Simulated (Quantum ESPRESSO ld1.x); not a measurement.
The numbers below are computed, except where a source is named.
Sb18+, 33 electrons, occupied as [Ar] 3d10 4s2 4p3 (the NIST ground configuration). Level of theory: Dirac Kohn-Sham, LDA (Slater exchange, Perdew-Zunger correlation), spin-unpolarised, spherical densities, point nucleus; open shells are shared between the two j in proportion to 2j + 1 (ld1.x of Quantum ESPRESSO 7.5).

X-ray form factor f0, the Fourier transform of the density (f0(0) = 33):

| sin(theta)/lambda (1/angstrom) | f0 (electrons) |
|---|---|
| 0.05 | 32.906 |
| 0.1 | 32.627 |
| 0.15 | 32.173 |
| 0.2 | 31.561 |
| 0.25 | 30.811 |
| 0.3 | 29.947 |
| 0.4 | 27.982 |
| 0.5 | 25.864 |
| 0.6 | 23.756 |
| 0.8 | 19.944 |
| 1 | 16.809 |
| 1.25 | 13.629 |
| 1.5 | 11.050 |
| 2 | 7.554 |
